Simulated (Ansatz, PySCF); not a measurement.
Gas-phase reaction in SMILES: CN (CH5N) [methanamine] -> [CH2]N + H atom (the C-H bond at the site shown breaks; other sites are not compared here)
Geometries: B3LYP-D3(BJ)/def2-TZVP minima from Ansatz (an electronic-structure program), one conformer each, not searched for the lowest.

Wanted: bond dissociation energy (enthalpy at 298 K, with B3LYP-D3(BJ) rigid-rotor harmonic-oscillator terms from PySCF), in kJ/mol. Valence correlation only, unless marked. Open shells are spin-unrestricted. Spin-orbit coupling is left out. No relativistic terms. CBS marks a two-point X^-3 extrapolation of the correlation energy; Hartree-Fock from the larger set. The bracket is a focal-point correction in the basis named.

| level | program | bond dissociation energy (kJ/mol) |
|---|---|---|
| M06-L/def2-TZVPD | PySCF | [?] |
| r2SCAN-D3(BJ)/def2-TZVPD | Ansatz + dftd3 | 364.7 |
| B97M-V/def2-TZVPD | Ansatz | [?] |
| BHLYP/def2-TZVPD | Ansatz | 373.2 |
| HSE06/def2-TZVPD | Ansatz | 368.9 |
| RPA@PBE/cc-pVTZ | Ansatz | [?] |
| SCS-MP2/6-31G | Ansatz | 341.6 |
| CCSD/aug-cc-pVDZ | Ansatz | 374.2 |
| CCSD/aug-cc-pVTZ | Ansatz | [?] |
| CCSD/def2-TZVPP | Ansatz | 383.6 |
| RI-MP2/CBS(aug-cc-pVTZ,aug-cc-pVQZ)+[CCSD(T)-MP2]/aug-cc-pVTZ | Ansatz | 390.9 |

Complete the blanks.


- M06-L/def2-TZVPD, bond dissociation energy (kJ/mol): 377.6
- B97M-V/def2-TZVPD, bond dissociation energy (kJ/mol): 380.4
- RPA@PBE/cc-pVTZ, bond dissociation energy (kJ/mol): 380.8
- CCSD/aug-cc-pVTZ, bond dissociation energy (kJ/mol): 384.4
